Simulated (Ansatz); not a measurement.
The cation of C₂H₂ClGa, SMILES `C#[C][GaH][Cl]` at the neutral geometry.

```yaml
crystal:
  periodic: [false, false, false]
  atoms:
    - {symbol: C, position_ang: [0.577755, 1.057949, -1.454518]}
    - {symbol: C, position_ang: [0.246995, 0.412488, -0.488723]}
    - {symbol: Ga, position_ang: [-0.252910, -0.587239, 1.047970]}
    - {symbol: Cl, position_ang: [-1.745394, -2.085552, 0.724139]}
    - {symbol: H, position_ang: [0.867065, 1.625680, -2.309923]}
    - {symbol: H, position_ang: [0.306488, -0.423316, 2.481054]}
basis:
  gaussian: {orbitals: def2-TZVPP}
total_charge: 1
magnetization: {spin_polarized: true, initial_magnetization: 1}
hamiltonian: {xc: pbe0, dispersion: d4}
```

```sh
$ ansatz run in.yaml --threads 4 --pin off --events-out ev --progress --plain
```

Shortened log:

```
Functional definition: PBE0
1216 factors; their error is unknown
mean field evaluation 1: about -66971.7665 eV, gradient 4.8e1 eV
mean field evaluation 2: about -66893.6934 eV, gradient 1.1e2 eV
mean field evaluation 4: about -66979.2815 eV, gradient 2.5e1 eV
mean field evaluation 8: about -66983.4058 eV, gradient 1.4e0 eV
mean field evaluation 16: about -66983.6426 eV, gradient 3.1e-2 eV
mean field evaluation 32: about -66983.6427 eV, gradient 3.2e-5 eV
mean field -66983.64265614 eV, -2461.6034644693 hartree, gradient 6.5e-6 eV, S^2 0.757939; 8 other end points of the search recorded, 0 dependent functions left out
reference -66983.64268606 eV, -2461.6034655688 hartree; 31, 30 occupied and 149, 150 virtual orbitals, 1216 factors
Total energy: -66983.74453156 eV, -2461.6072083222 hartree
```

Hardware: 4 threads of a server CPU on a shared host. Wall time 13 s, peak host memory 0.89 GiB.
